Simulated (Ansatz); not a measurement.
CH5NOSSi. The species carries charge 0 and has multiplicity 1. The bonds changed during the relaxation, so this is another structure than the one it started from. The structure was optimised at the PBE0-D4/def2-TZVP level. It is one conformer, not always the lowest.

```xyz
10

O    -0.714    2.098    1.429
Si   -0.622    1.632   -0.192
N     0.556    0.138   -0.008
C     0.260   -1.062   -0.356
S     1.424   -2.225   -0.899
H    -0.433    3.005    1.555
H    -1.794    0.647   -0.272
H     1.546    0.351    0.065
H    -0.794   -1.325   -0.391
H     0.572   -3.260   -0.931
```

**Question.** What is the dipole moment at PBE/def2-TZVPP? (Estimate.)

**Answer.** The calculation gave: 3.88 D, with components (2.11, -3.23, -0.34) D in this frame, pointing from negative to positive charge.

**Question.** And with r2SCAN, B3LYP, ωB97M-V? (Best estimate.)

**Answer.** Ansatz gave: r2SCAN 4.12 D, B3LYP 4.48 D, ωB97M-V 5.24 D.

**Question.** Give the Mulliken charges with PBE, B3LYP, r2SCAN in def2-TZVPP. (Estimate.)

**Answer.** Ansatz gave: 
```tsv
atom	PBE	B3LYP	r2SCAN
O1	-0.36	-0.40	-0.43
Si2	0.04	0.10	0.12
N3	-0.09	-0.11	-0.15
C4	0.04	0.04	0.09
S5	-0.06	-0.03	-0.03
H6	0.18	0.18	0.20
H7	-0.13	-0.16	-0.17
H8	0.15	0.14	0.15
H9	0.10	0.13	0.11
H10	0.12	0.12	0.11
```

B3LYP here is the variant with VWN-RPA as its local correlation; programs differ in this.
